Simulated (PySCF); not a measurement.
**Spinor energies of Ru⁺ (ruthenium, charge +1)**

Start: [Kr] 4d7; 4d3/2 filled at m_j = -3/2, -1/2, +1/2, +3/2; 4d5/2 filled at m_j = +1/2, +3/2, +5/2. Calculated with PySCF 2.14 in x2c-TZVPall-2c with one added diffuse shell each of s, p, d type (9s10p8d1f, 86 functions): generalised Hartree-Fock with the X2C-1e Hamiltonian and a Gaussian nucleus; one run each with spin-orbit coupling (SO) switched off, then screened by Boettger's factors.

| spinor shell | electrons | ε, spin-free (eV) | ε, screened SO (eV) | weight of nominal j (screened SO) | rms radius, screened SO (bohr) |
| --- | --- | --- | --- | --- | --- |
| 1s1/2 | 2 | -22242.2 | -22240.8 | 1.000 | 0.0384 |
| 2s1/2 | 2 | -3283.8 | -3283.4 | 1.000 | 0.158 |
| 2p1/2 | 2 | -2935.0 | -3025.6 | 1.000 | 0.137 |
| 2p3/2 | 4 | -2935.0 | -2892.8 | 1.000 | 0.142 |
| 3s1/2 | 2 | -618.42 | -618.28 | 1.000 | 0.428 |
| 3p1/2 | 2 | -500.78 | -516.73 | 1.000 | 0.425 |
| 3p3/2 | 4 | -500.78 | -493.26 | 1.000 | 0.436 |
| 3d3/2 | 4 | -311.72 | -314.56 | 0.992 | 0.416 |
| 3d5/2 | 6 | -311.72 | -309.67 | 0.995 | 0.420 |
| 4s1/2 | 2 | -100.97 | -100.92 | 1.000 | 1.10 |
| 4p1/2 | 2 | -65.803 | -70.202 | 0.822 | 1.21 |
| 4p3/2 | 4 | -65.803 | -63.639 | 0.911 | 1.22 |
| 4d5/2 | 3 | -18.275 | -18.979 | 0.760 | 1.76 |
| 4d3/2 | 4 | -18.275 | -17.761 | 0.708 | 1.79 |

```json
{"quantity": "E (hartree)", "spin-free": "-4527.43394", "screened SO": "-4528.08316"}
{"quantity": "M_J", "spin-free": "9/2", "screened SO": "9/2"}
{"quantity": "⟨J²⟩", "spin-free": "24.765", "screened SO": "24.767"}
{"quantity": "⟨L²⟩", "spin-free": "12.010", "screened SO": "12.121"}
{"quantity": "⟨S²⟩", "spin-free": "3.755", "screened SO": "3.735"}
```

Each row is a mean over spinors that exchange with the open shell spreads, by up to 7.810 eV (4p3/2).

Rows whose weight is well below 1 are mixtures of j = l ± 1/2: exchange outweighs spin-orbit coupling there, and the label is only the starting occupation.

Breit and QED terms are absent; they matter most for the inner s and p1/2 levels.

Densities and radii are taken from the X2C orbitals without a picture-change correction, which distorts them close to the nucleus.

Without spin-orbit coupling the j labels of p, d and f shells carry no meaning; the spin-free column gives the mean over the occupied spinors of each nl shell.
